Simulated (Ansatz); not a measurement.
Consider the formal exchange of groups at the Si–N bond: `N[SiH2]BF` + `C=C(N)CN` → `NC[SiH2]BF` + `C=C(N)N`.

Computed with Ansatz on PBE0-D4/def2-TZVP structures; ΔE is electronic, products minus reactants. CCSD(T)/CBS is the MP2 limit (def2-TZVPP, def2-QZVPP) plus CCSD(T) − MP2 in def2-TZVPP, frozen cores. Functionals use def2-TZVPP. Each species was taken in one conformer, which may not be the lowest.

`N[SiH2]BF`:

Z-matrix (Å, degrees):
```
Si
B 1 2.035
N 1 1.724 2 107.7
H 1 1.501 2 107.9 3 -125.5
H 1 1.490 2 111.6 3 118.8
F 2 1.323 1 119.8 3 -167.7
H 2 1.206 1 124.5 3 13.3
H 3 1.007 1 120.6 2 175.8
H 3 1.007 1 119.3 2 -41.0
```

`C=C(N)CN`:

```xyz
13

C     0.623    1.148    1.299
C     0.157    0.092    0.624
N    -0.622   -0.916    1.152
C     0.520   -0.148   -0.816
N    -0.666   -0.484   -1.595
H     1.274    1.862    0.812
H     0.395    1.306    2.346
H    -1.220   -1.345    0.459
H    -1.089   -0.704    2.018
H     1.193   -1.012   -0.857
H     1.075    0.721   -1.188
H    -0.411   -0.862   -2.497
H    -1.229    0.341   -1.757
```

`NC[SiH2]BF`:

```xyz
12

N    -1.368   -0.091    1.683
C    -0.122    0.237    1.002
Si   -0.241   -0.130   -0.845
B     1.502    0.186   -1.847
F     2.589    0.581   -1.200
H    -1.592   -1.072    1.576
H    -1.301    0.091    2.677
H     0.063    1.312    1.102
H     0.774   -0.264    1.405
H    -0.617   -1.566   -1.036
H    -1.316    0.683   -1.482
H     1.629    0.033   -3.035
```

`C=C(N)N`:

```xyz
10

C     1.124   -0.668    0.308
C     0.003   -0.002    0.001
N    -1.283   -0.487    0.215
N    -0.025    1.265   -0.573
H     1.089   -1.706    0.610
H     2.089   -0.185    0.260
H    -1.895   -0.353   -0.579
H    -1.303   -1.439    0.545
H    -0.685    1.888   -0.128
H     0.886    1.686   -0.659
```

CCSD(T)/CBS gives +0.80 eV.

(1) Another level gave +0.74 eV. Which?
A. PBE/def2-TZVPP
B. MP2/def2-TZVPP
C. ωB97X-V/def2-TZVPP
D. PBE0-D4/def2-TZVPP

Largest T1 diagnostic among the species: 0.013.

## Answers

(1) C. ωB97X-V 0.74, MP2/def2-TZVPP 0.84, PBE 0.65, PBE0-D4 0.70 eV.

From PBE to PBE0 (25 % exact exchange), in def2-TZVPP and without D4, ΔE moves by +0.04 eV.
